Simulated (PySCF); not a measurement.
CH7GeNOSi, SMILES [OH][Ge@@H]1[CH2]N[SiH2]1. Geometry: PBE0-D3(BJ)/def2-SVP. The structure was generated by enumeration; whether it is a known compound was not checked. Other conformers were not sampled.

Problem. Give the equilibrium geometry at PBE0-D3(BJ)/def2-SVP (PySCF confirms it by a frequency run) as Cartesian coordinates in Å. (An estimate is asked for; the answer gives what the named calculation found.)

Solution. One answer among several that fit: 
```xyz
12

O      1.8114    -0.2148    -1.2145
Ge     0.7350    -0.1181     0.2103
C     -0.7730    -1.3907    -0.0242
N     -1.8392    -0.4009     0.0984
Si    -1.2297     1.2328     0.1473
H      2.6056     0.3211    -1.1211
H      1.5984    -0.2770     1.4836
H     -0.8161    -2.1816     0.7463
H     -0.7140    -1.8775    -1.0153
H     -2.7981    -0.7218     0.0213
H     -1.4804     2.0848    -1.0632
H     -1.6779     2.0406     1.3296
```
